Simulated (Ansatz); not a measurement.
cyclo-(SbH)3 (Sb3H3). The state is a singlet with charge 0. Geometry PBE-D4/def2-SVP, basis def2-TZVP, Ansatz.

```xyz
6

Sb    1.047    1.348    0.789
Sb   -0.570    0.881   -1.560
Sb    1.345   -1.107   -0.706
H    -0.152    0.634    1.818
H    -1.826    0.151   -0.612
H     0.156   -1.906    0.271
```

```tsv
run	HOMO (eV)	LUMO (eV)
A	-6.01	-2.25
B	-6.61	-1.71
C	-7.25	-0.99
D	-5.58	-2.17
E	-5.96	-2.51
F	-8.24	0.90
```

In the def2 sets Sb takes a core potential; there is no spin–orbit coupling.

Question: The runs used BHLYP, BLYP, HF, LDA (SPW92), PBE0, r2SCAN. Estimate which is which.

Answer: A r2SCAN (0 % exact exchange); B PBE0 (25 % exact exchange); C BHLYP (50 % exact exchange); D BLYP (0 % exact exchange); E LDA (SPW92) (0 % exact exchange); F HF (100 % exact exchange). Exact exchange lowers occupied and raises empty levels; among semilocal functionals meta-GGAs tend to open the gap a little, and such runs are hard to tell apart. The gap grows from 3.41 eV (BLYP) to 9.14 eV (HF).
